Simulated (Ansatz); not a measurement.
Total energies of F$_{3}$Ge (`[F][Ge]([F])[F]`) radical.

| atom | x (Å) | y (Å) | z (Å) |
| --- | --- | --- | --- |
| F1 | 1.551 | -0.355 | 0.168 |
| Ge2 | -0.163 | -0.341 | 0.311 |
| F3 | -0.601 | 1.249 | 0.800 |
| F4 | -0.787 | -0.553 | -1.279 |

The species carries charge 0 and has multiplicity 2. Correlated methods include outer-core shells of Ge, which these sets cover unevenly. Scalar relativity is left out up to krypton. All single points use the PBE0-D4/def2-TZVP geometry. Basis def2-TZVPP, Ansatz.

RPA on PBE orbitals: Hartree–Fock energy of these orbitals -2373.82813 Eh, correlation -1.44680 Eh (frozen core).

```tsv
functional	energy without D4 (Eh)	D4 term (kJ/mol)
LDA (SPW92)	-2371.69555	–
PBE	-2376.15462	-5.9
BLYP	-2376.79217	-13.4
B97M-V	-2376.24704	–
r2SCANh	-2376.59391	-1.4
HSE06 (plane-wave form)	-2376.18800	-4.6
BHLYP	-2376.61731	-7.5
ωB97M-V	-2376.56487	–
B2PLYP	-2376.22772	–
PBE-QIDH	-2375.83774	–
```

**Question.** Give the same for revPBE, r2SCAN, PBE0, B3LYP, r2SCAN0, CAM-B3LYP, LC-ωPBE, ωB97X-V. (Estimate.)

**Answer.** Computed: 
```csv
functional,energy without D4 (Eh),D4 term (kJ/mol)
revPBE,-2376.48283,-18.2
r2SCAN,-2376.62039,-1.3
PBE0,-2376.19866,-4.9
B3LYP,-2376.78965,-9.8
r2SCAN0,-2376.55605,-1.6
CAM-B3LYP,-2376.80458,-5.0
LC-ωPBE,-2376.30906,–
ωB97X-V,-2376.45040,–
```

B3LYP takes the VWN-RPA correlation (the form of Gaussian; ORCA's B3LYP/G). HSE06 is the plane-wave form, built on full-range PBE exchange. The double hybrids freeze the cores in their second-order part.

LC-ωPBE has ω = 0.4 bohr⁻¹.
